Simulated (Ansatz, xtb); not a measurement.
# Two structures of AlH4OSi2

Structure a is `[O]1[Al][SiH2][SiH2]1`, a doublet and structure b is a doublet given by its coordinates. Both are isolated molecules in the gas phase, relaxed with r2SCAN-D4/def2-SVP.

a (Å):

```xyz
8

Al    0.2579    3.2463   -0.5855
O    -0.8719    2.9189   -1.8915
Si    0.7567    0.7466   -0.5366
Si   -0.8496    1.2616   -2.1963
H     2.1008    0.2736   -0.9932
H     0.3053   -0.0534    0.6446
H    -2.1933    0.6501   -1.9657
H    -0.4075    0.9739   -3.5943
```

b (Å):

| atom | x (Å) | y (Å) | z (Å) |
| --- | --- | --- | --- |
| Al | 0.3865 | 1.7717 | 2.9090 |
| O | -0.0098 | 0.7333 | 1.5992 |
| Si | -0.3566 | -0.2404 | 0.2980 |
| Si | 0.4635 | 0.7528 | -1.6518 |
| H | 0.4644 | -0.1158 | -2.8705 |
| H | 0.2915 | -1.5808 | 0.4471 |
| H | -0.1058 | 2.0984 | -1.9768 |
| H | -1.8374 | -0.4571 | 0.2217 |

Close contacts (Å): Al1–O2 1.72, O2–Si3 1.66, Si3–Si4 2.34, Si3–H6 1.50, Si3–H8 1.50, Si4–H5 1.50, Si4–H7 1.50.

Task: Estimate which is lower in electronic energy at CCSD(T)/def2-SVP + ΔMP2/def2-TZVPP, and by roughly how much.

Result: Not settled: CCSD(T)/def2-SVP + ΔMP2/def2-TZVPP gives E(b) − E(a) = +1.54 kcal/mol, but this leans on the basis-set step: CCSD(T) alone gives −0.75 kcal/mol.

The same difference at several levels:

```json
{"level": "GFN2-xTB", "geometry": "GFN2-xTB", "E(b) − E(a) (kcal/mol)": "−1.63", "departure from the last row (kcal/mol)": "−3.18", "job, with rough time for the two": "optimisation, 0.77 s"}
{"level": "HF/STO-3G", "geometry": "GFN2-xTB", "E(b) − E(a) (kcal/mol)": "+4.55", "departure from the last row (kcal/mol)": "+3.01", "job, with rough time for the two": "single point, 0.9 s"}
{"level": "r2SCAN-D4/def2-SVP//GFN2-xTB", "geometry": "GFN2-xTB", "E(b) − E(a) (kcal/mol)": "+4.05", "departure from the last row (kcal/mol)": "+2.51", "job, with rough time for the two": "single point, 7.2 s"}
{"level": "r2SCAN-D4/def2-SVP", "geometry": "r2SCAN-D4/def2-SVP", "E(b) − E(a) (kcal/mol)": "+6.60", "departure from the last row (kcal/mol)": "+5.06", "job, with rough time for the two": "optimisation, 2.1 min"}
{"level": "HF/def2-SVP", "geometry": "r2SCAN-D4/def2-SVP", "E(b) − E(a) (kcal/mol)": "−7.08", "departure from the last row (kcal/mol)": "−8.62", "job, with rough time for the two": "part of the CCSD(T) run"}
{"level": "MP2/def2-SVP", "geometry": "r2SCAN-D4/def2-SVP", "E(b) − E(a) (kcal/mol)": "+1.19", "departure from the last row (kcal/mol)": "−0.35", "job, with rough time for the two": "part of the CCSD(T) run"}
{"level": "CCSD(T)/def2-SVP", "geometry": "r2SCAN-D4/def2-SVP", "E(b) − E(a) (kcal/mol)": "−0.75", "departure from the last row (kcal/mol)": "−2.29", "job, with rough time for the two": "single point"}
{"level": "CCSD(T)/def2-SVP + ΔMP2/def2-TZVPP", "geometry": "r2SCAN-D4/def2-SVP", "E(b) − E(a) (kcal/mol)": "+1.54", "departure from the last row (kcal/mol)": "", "job, with rough time for the two": "single point, 47 s"}
```

GFN2-xTB, HF/def2-SVP, CCSD(T)/def2-SVP put the two in the other order. The largest departure from CCSD(T)/def2-SVP + ΔMP2/def2-TZVPP is that of HF/def2-SVP, 8.62 kcal/mol. The last row adds to CCSD(T) the change of the MP2 difference between the two basis sets, here +2.29 kcal/mol.

With harmonic frequencies from r2SCAN-D4/def2-SVP (ideal gas, rigid rotor, one conformer each, 298.15 K, 1 atm): the zero-point term adds −0.82 kcal/mol; ΔH is +1.35 and ΔG −0.93 kcal/mol.

Open shells are spin-unrestricted. The correlated steps freeze 16 core orbitals. Mirror images aren't counted in ΔG. Programs: Ansatz 0.2.0, xtb 6.7.1; the last row on 2 threads of Intel(R) Xeon(R) Platinum 8259CL CPU @ 2.50GHz (Skylake/Cascade Lake) on a shared host.
